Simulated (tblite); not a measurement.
Species: C2H8N2Si2.
SMILES with atom numbers: `[N:1]#[C:2][SiH2:3][CH2:4][SiH2:5][NH2:6]` (hydrogens: H7, H8 on Si3; H9, H10 on C4; H11, H12 on Si5; H13, H14 on N6)

Computed with GFN2-xTB (tblite), gas phase: L-BFGS steps from a force-field or distance-geometry start until the largest atomic force falls under 0.01 eV/Å.

Step 12: E = -479.3190 eV
```
atom  x, y, z in Å  |  force x, y, z in eV/Å
N1     -1.5511    2.6642    0.5570    0.002   0.190   0.031
C2     -1.6652    1.5254    0.5415    0.024  -0.113  -0.025
Si3    -1.8213   -0.3351    0.4958    0.075  -0.013  -0.008
C4     -0.3443   -1.0867   -0.4174    0.099  -0.027  -0.072
Si5     1.1567    0.0328   -0.8213    0.004   0.016  -0.062
N6      2.1328    0.2259    0.5882   -0.028  -0.045   0.016
H7     -3.0895   -0.5805   -0.1913   -0.096  -0.024  -0.019
H8     -1.8609   -0.7554    1.8947   -0.034   0.002   0.112
H9     -0.6944   -1.4892   -1.3689   -0.037   0.027  -0.011
H10     0.0024   -1.9522    0.1498    0.036   0.042  -0.004
H11     0.6782    1.3198   -1.3482    0.013  -0.107  -0.040
H12     1.9933   -0.6706   -1.8040   -0.029   0.044   0.037
H13     1.9345    0.9977    1.2051    0.010  -0.058   0.011
H14     3.1283    0.1035    0.4968   -0.039   0.066   0.034
```

Step 13: E = -479.3214 eV
```
atom  x, y, z in Å  |  force x, y, z in eV/Å
N1     -1.5524    2.6609    0.5591    0.006   0.239   0.030
C2     -1.6649    1.5224    0.5411    0.027  -0.163  -0.026
Si3    -1.8176   -0.3389    0.4948    0.042   0.037   0.029
C4     -0.3393   -1.0846   -0.4211    0.022  -0.073  -0.031
Si5     1.1596    0.0347   -0.8230   -0.014  -0.011  -0.044
N6      2.1332    0.2241    0.5876   -0.018  -0.035   0.032
H7     -3.0909   -0.5769   -0.1869   -0.079  -0.039  -0.024
H8     -1.8661   -0.7481    1.8985   -0.017  -0.010   0.077
H9     -0.6966   -1.4875   -1.3704   -0.002   0.028  -0.003
H10     0.0062   -1.9496    0.1484    0.042   0.040  -0.027
H11     0.6763    1.3137   -1.3540    0.003  -0.039  -0.053
H12     1.9928   -0.6684   -1.8029    0.019   0.011  -0.009
H13     1.9295    0.9928    1.2063    0.015  -0.053   0.021
H14     3.1295    0.1050    0.5002   -0.047   0.068   0.028
```

Question: Estimate the geometry and energy of step 14. (The exact step hangs on the optimiser's Hessian estimate; all steps are aligned on step 13, rigid shifts and turns removed.)

Answer: E = -479.3228 eV, largest force 0.147 eV/Å
```
atom  x, y, z in Å  |  force x, y, z in eV/Å
N1     -1.5533    2.6604    0.5608   -0.002   0.145   0.026
C2     -1.6639    1.5210    0.5405    0.037  -0.078  -0.023
Si3    -1.8148   -0.3409    0.4948   -0.002   0.051   0.043
C4     -0.3358   -1.0844   -0.4239   -0.039  -0.061   0.006
Si5     1.1612    0.0356   -0.8248   -0.018  -0.030  -0.015
N6      2.1327    0.2224    0.5873   -0.020  -0.031   0.036
H7     -3.0933   -0.5754   -0.1847   -0.029  -0.039  -0.006
H8     -1.8696   -0.7438    1.9025   -0.004  -0.009   0.032
H9     -0.6978   -1.4861   -1.3716    0.014   0.017  -0.008
H10     0.0093   -1.9478    0.1472    0.050   0.019  -0.033
H11     0.6752    1.3094   -1.3585   -0.007   0.008  -0.064
H12     1.9930   -0.6669   -1.8024    0.051  -0.012  -0.041
H13     1.9268    0.9889    1.2076    0.004  -0.041   0.032
H14     3.1296    0.1071    0.5030   -0.035   0.060   0.016
```

The energy changes by -0.0014 eV. The first-order estimate −F·Δx gives -0.0020 eV and the mean of the old and new forces, exact on a quadratic surface, -0.0014 eV. The step makes an angle of 68° with the force vector and moves no atom by more than 0.007 Å.

What follows is the cost of the whole relaxation. On one thread, Arm Neoverse N1 (aarch64), no GPU, on a shared host, this took 1.4 s.
